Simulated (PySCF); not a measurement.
## How methods differ on the excitation energy of Rb

Rb [Kr] 5s1 (2S) → Rb [Kr] 5p1 (2P), as a difference of total energies. Calculation: PySCF 2.14, in x2c-TZVPPall (8s6p6d2f1g, 79 functions); scalar relativity by spin-free X2C-1e. Correlated levels: valence and next inner shell: [Ar] 3d10 frozen. The calculations carry no spin-orbit coupling.

```tsv
method	excitation energy (eV)	error (eV)
UHF	1.344	-0.235
LDA	1.519	-0.060
PBE	1.363	-0.216
PBE0	1.367	-0.212
r2SCAN	1.313	-0.266
M06	1.200	-0.379
M06-L	0.984	-0.595
TPSS	1.253	-0.326
MP2 (valence and next inner shell)	1.539	-0.040
SCS-MP2 (valence and next inner shell)	1.501	-0.078
```

Reference: 1.579 eV (measured; NIST levels, between the centres of gravity of the two terms).

Errors of the correlated levels include the incompleteness of this basis and the frozen core.

The basis was made for the ground configuration and has no added diffuse functions, so the excitation energy can come out too high.
